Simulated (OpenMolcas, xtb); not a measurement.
**How methods differ on CH3BN2 (SMILES B1N=CN1)**

The species is CH3BN2 (7 atoms), meant as a singlet with charge 0. SMILES: `B1N=CN1`. The coordinates come from a GFN2-xTB relaxation.

Each level gives the dipole moment (D). The values are calculated.

```json
{"level": "GFN2-xTB", "kind": "semi-empirical", "program": "xtb", "value (D)": "3.69", "CPU time": "under 2 s"}
{"level": "GFN0-xTB", "kind": "semi-empirical", "program": "xtb", "value (D)": "5.35", "CPU time": "under 2 s"}
{"level": "GFN1-xTB", "kind": "semi-empirical", "program": "xtb", "value (D)": "4.33", "CPU time": "under 2 s"}
{"level": "HF/STO-3G", "kind": "Hartree–Fock", "program": "OpenMolcas", "value (D)": "3.01", "CPU time": "1.4 s"}
{"level": "HF/3-21G", "kind": "Hartree–Fock", "program": "OpenMolcas", "value (D)": "3.74", "CPU time": "1.5 s"}
{"level": "HF/def2-SVP", "kind": "Hartree–Fock", "program": "OpenMolcas", "value (D)": "3.53", "CPU time": "3.9 s"}
{"level": "SVWN5/6-31G* (spherical functions)", "kind": "LDA", "program": "OpenMolcas", "value (D)": "3.33", "CPU time": "10 s"}
{"level": "SVWN5/def2-SVP", "kind": "LDA", "program": "OpenMolcas", "value (D)": "3.34", "CPU time": "12 s"}
{"level": "PBEsol/6-31G", "kind": "GGA", "program": "OpenMolcas", "value (D)": "3.59", "CPU time": "2.9 s"}
{"level": "B3LYP/6-31G* (spherical functions)", "kind": "global hybrid", "program": "OpenMolcas", "value (D)": "3.28", "CPU time": "15 s"}
```

The values span 3.01 to 5.35 D. Sets without polarisation functions give poor dipoles. Times are those of the runs behind each value, whatever else they computed, on shared processors of several kinds: orders of magnitude only.
